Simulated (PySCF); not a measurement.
Electron correlation in Ag⁻ (silver, charge -1)

[Kr] 4d10 5s2, closed-shell 1S. Calculation: PySCF 2.14, in aug-cc-pwCVDZ-PP with ECP28MDF (6s6p5d3f, 70 functions); a scalar-relativistic core potential. Frozen: 4s2 4p6; 12 electrons correlated.

```tsv
level	correlation energy (mhartree)
CCSD	-392.57
(T)	-15.37
CCSD(T)	-407.94
```

Diagnostics: T1 = 0.046, D1 = 0.1575, largest double amplitude 0.082.

T1 exceeds 0.03, a sign that the reference determinant is poor.

Cost of the coupled-cluster step: about 1.7 core-seconds, for 12 correlated electrons.

Iterations:

```
CC2 = 0
CCSD nocc = 6, nmo = 66
frozen orbitals [0, 1, 2, 3]
max_cycle = 100
direct = 0
conv_tol = 1e-08
conv_tol_normt = 1e-06
diis_space = 8
diis_start_cycle = 0
Init t2, MP2 energy = -146.477747421766  E_corr(MP2) -0.419375863466994
Init E_corr(CCSD) = -0.419375863518037
cycle = 1  E_corr(CCSD) = -0.377123427070101  dE = 0.0422524364  norm(t1,t2) = 0.10494
cycle = 2  E_corr(CCSD) = -0.391152365363014  dE = -0.0140289383  norm(t1,t2) = 0.0322503
cycle = 3  E_corr(CCSD) = -0.39017324887262  dE = 0.00097911649  norm(t1,t2) = 0.0231619
cycle = 4  E_corr(CCSD) = -0.392622398182883  dE = -0.00244914931  norm(t1,t2) = 0.0112481
cycle = 5  E_corr(CCSD) = -0.392662264909295  dE = -3.98667264e-05  norm(t1,t2) = 0.00210743
cycle = 6  E_corr(CCSD) = -0.392583614466838  dE = 7.86504425e-05  norm(t1,t2) = 0.00102723
cycle = 7  E_corr(CCSD) = -0.39257076715138  dE = 1.28473155e-05  norm(t1,t2) = 0.000153948
cycle = 8  E_corr(CCSD) = -0.392571553266977  dE = -7.86115597e-07  norm(t1,t2) = 5.85839e-05
cycle = 9  E_corr(CCSD) = -0.392572865127875  dE = -1.3118609e-06  norm(t1,t2) = 1.53985e-05
cycle = 10  E_corr(CCSD) = -0.392571903257784  dE = 9.61870091e-07  norm(t1,t2) = 4.89616e-06
cycle = 11  E_corr(CCSD) = -0.392571949744147  dE = -4.64863624e-08  norm(t1,t2) = 1.24211e-06
cycle = 12  E_corr(CCSD) = -0.392571965888268  dE = -1.61441209e-08  norm(t1,t2) = 2.64787e-07
cycle = 13  E_corr(CCSD) = -0.392571958318659  dE = 7.56960855e-09  norm(t1,t2) = 8.57117e-08
CCSD converged
E(CCSD) = -146.4509435166173  E_corr = -0.3925719583186593
CCSD(T) correction = -0.0153695287425268
```
